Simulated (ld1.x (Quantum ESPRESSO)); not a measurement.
**Logarithmic derivatives: O (Z = 8), PAW**

* Element: oxygen
* Generator: ld1.x (Quantum ESPRESSO) 7.5
* Type: PAW
* Functional: LDA (PZ)
* Relativity: scalar-relativistic
* Frozen core: [He]
* Valence charge: 6
* Reference configuration: 2s2 2p2 (charge +2)
* Partial waves: 2s (bound): rcut 0.65, rcutus 0.85 bohr; 2s channel at -1.85 Ry: rcut 0.65, rcutus 0.85 bohr; 2p (bound): rcut 1.00, rcutus 1.15 bohr; 2p channel at -2.85 Ry: rcut 1.00, rcutus 1.15 bohr
* Local potential: all-electron potential smoothed inside 0.75 bohr (lloc = -2)
* Core correction: Bessel-smoothed model core inside 0.65 bohr
* Augmentation charge: BESSEL, radius 0.55 bohr

The phase is arctan(r·u′/u) with u = r·R(r), unwrapped; energies in Ry, scanned from -6 to 5 Ry. A pole is an energy at which the radial function vanishes at the test radius. The pseudo phase is shifted by a multiple of π to meet the all-electron one at the reference energy, and phase errors are pseudo minus all-electron; the curves can meet again beyond the range given. Levels narrower than the energy grid can be missing from the lists of poles.

Task: For each channel, where are the poles, and over which energies does the pseudopotential scatter like the atom?

Result:

```tsv
channel	radius (bohr)	reference energy (Ry)	poles, all-electron	poles, pseudo	unbroken range about the reference energy with phases within 0.05 rad	phase error 1 Ry above the reference energy (rad)
s	1.25	-4.26	-0.69	-0.69	the whole range	+0.000
p	1.25	-3.19	-0.60	-0.60	the whole range	-0.000
```

Phases in the p channel:

| E (Ry) | all-electron | pseudo |
| --- | --- | --- |
| -6.00 | 0.982 | 0.982 |
| -5.74 | 0.935 | 0.934 |
| -5.48 | 0.877 | 0.876 |
| -5.22 | 0.804 | 0.804 |
| -4.96 | 0.710 | 0.710 |
| -4.70 | 0.587 | 0.587 |
| -4.44 | 0.424 | 0.424 |
| -4.18 | 0.211 | 0.211 |
| -3.92 | -0.052 | -0.052 |
| -3.66 | -0.341 | -0.341 |
| -3.40 | -0.613 | -0.613 |
| -3.14 | -0.839 | -0.839 |
| -2.88 | -1.013 | -1.013 |
| -2.62 | -1.145 | -1.145 |
| -2.36 | -1.246 | -1.246 |
| -2.10 | -1.324 | -1.324 |
| -1.84 | -1.387 | -1.387 |
| -1.58 | -1.438 | -1.438 |
| -1.32 | -1.481 | -1.481 |
| -1.06 | -1.517 | -1.517 |
| -0.80 | -1.549 | -1.549 |
| -0.54 | -1.577 | -1.577 |
| -0.28 | -1.601 | -1.602 |
| -0.02 | -1.624 | -1.624 |
| 0.24 | -1.645 | -1.645 |
| 0.50 | -1.665 | -1.665 |
| 0.76 | -1.684 | -1.683 |
| 1.02 | -1.701 | -1.701 |
| 1.28 | -1.719 | -1.718 |
| 1.54 | -1.736 | -1.734 |
| 1.80 | -1.752 | -1.751 |
| 2.06 | -1.769 | -1.767 |
| 2.32 | -1.786 | -1.783 |
| 2.58 | -1.804 | -1.800 |
| 2.84 | -1.821 | -1.817 |
| 3.10 | -1.840 | -1.834 |
| 3.36 | -1.859 | -1.852 |
| 3.62 | -1.880 | -1.871 |
| 3.88 | -1.901 | -1.890 |
| 4.14 | -1.925 | -1.911 |
| 4.40 | -1.950 | -1.933 |
| 4.66 | -1.978 | -1.958 |
| 4.92 | -2.009 | -1.983 |
